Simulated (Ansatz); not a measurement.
Consider the redistribution: `CCB(O)OC` + `O[SiH2]CS` → `CCB(O)S` + `COC[SiH2]O`.

Isolated molecules relaxed with PBE0-D4/def2-TZVP in Ansatz; ΔE leaves out vibrations. CCSD(T)/CBS adds triple-zeta CCSD(T) − MP2 to the extrapolated MP2 energy (def2 sets, frozen cores). One conformer a species, not always the lowest.

```json
{"level": "HF/def2-TZVPP", "ΔE (kcal/mol)": "28.3"}
{"level": "HF/def2-QZVPP", "ΔE (kcal/mol)": "28.6"}
```

**Question.** What does CCSD(T)/CBS give? (An estimate is asked.)

**Answer.** The calculation gave: +27.2 kcal/mol. The listed levels differ from it by 1.1, 1.4 kcal/mol.

Largest T1 diagnostic among the species: 0.012.

From PBE to PBE0 (25 % exact exchange), in def2-TZVPP and without D4, ΔE moves by +1.3 kcal/mol. In def2-TZVPP, CCSD(T) changes the Hartree–Fock value by −1.7 kcal/mol (the triples alone add −0.4 kcal/mol) and MP2 by −0.9 kcal/mol.
